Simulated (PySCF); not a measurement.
Si(OH)3(PH2) (H₅O₃PSi), SMILES O[Si](P)(O)O. Geometry optimised at PBE-D3(BJ)/def2-SVP. The structure was generated by enumeration, and PubChem lists no compound with its InChIKey, so it may never have been made. The values are those of a single conformer.

The numbers are results of PySCF with PBE-D3(BJ)/def2-SVP, not measurements.

Harmonic wavenumbers (cm⁻¹): 89, 141, 159, 203, 226, 235, 289, 310, 354, 460, 616, 662, 763, 779, 799, 847, 925, 941, 1046, 2309, 2337, 3728, 3764, 3768. Rotational constants (GHz): 3.762, 2.151, 2.079; symmetry number 1.

### Question
Work out the zero-point energy and the ideal-gas rigid-rotor harmonic-oscillator thermochemistry at 298.15 K and 1 atm.

### Answer
ZPE = ½ Σ hcν = ½ × 25750 cm⁻¹ = 36.81 kcal/mol. H − E(el) = 42.83 kcal/mol. Entropy in cal/(mol K): translation 40.06, rotation 27.35, vibration 21.59, total 89.00. G − E(el) = 16.29 kcal/mol. Cp = 31.17 cal/(mol K). Modes under 150 cm⁻¹ make the vibrational entropy uncertain.
